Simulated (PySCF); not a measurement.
**Dipole response of I⁻ (iodine, charge -1)**

[Xe], closed-shell 1S. Computed with PySCF 2.14 in aug-cc-pVQZ-PP with one added diffuse shell each of s, p, d, f, g type with ECP28MDF (8s8p6d4f3g, 117 functions), with a scalar-relativistic core potential. Coupled (time-dependent) response in atomic units; α is the mean over directions.

```csv
method,mean α (bohr³),C₆ (like pair),S(−4)
B3LYP,77.27,1073,2346
```

S(−4) is the Cauchy moment in α(ω) = α(0) + S(−4) ω² + …

α(iu) at B3LYP:

```json
{"u (hartree)": "0", "α(iu) (bohr³)": "77.27"}
{"u (hartree)": "0.0500", "α(iu) (bohr³)": "72.10"}
{"u (hartree)": "0.100", "α(iu) (bohr³)": "61.65"}
{"u (hartree)": "0.200", "α(iu) (bohr³)": "43.09"}
{"u (hartree)": "0.300", "α(iu) (bohr³)": "31.06"}
{"u (hartree)": "0.500", "α(iu) (bohr³)": "18.05"}
{"u (hartree)": "0.750", "α(iu) (bohr³)": "10.67"}
{"u (hartree)": "1.00", "α(iu) (bohr³)": "7.067"}
{"u (hartree)": "1.50", "α(iu) (bohr³)": "3.838"}
{"u (hartree)": "2.00", "α(iu) (bohr³)": "2.470"}
{"u (hartree)": "3.00", "α(iu) (bohr³)": "1.320"}
{"u (hartree)": "5.00", "α(iu) (bohr³)": "0.5801"}
```

A single London oscillator, α(iu) = α/(1 + u²/ω²), gives C₆ = (3/4) ω α². Matching the computed C₆ needs ω = 4 × 1073 / (3 × 77.27²) = 0.240 hartree.

For an ion, C₆ is the dispersion term alone; charge-induced terms of lower order in 1/R come first.

Energies and moments cover only the electrons outside the core potential.
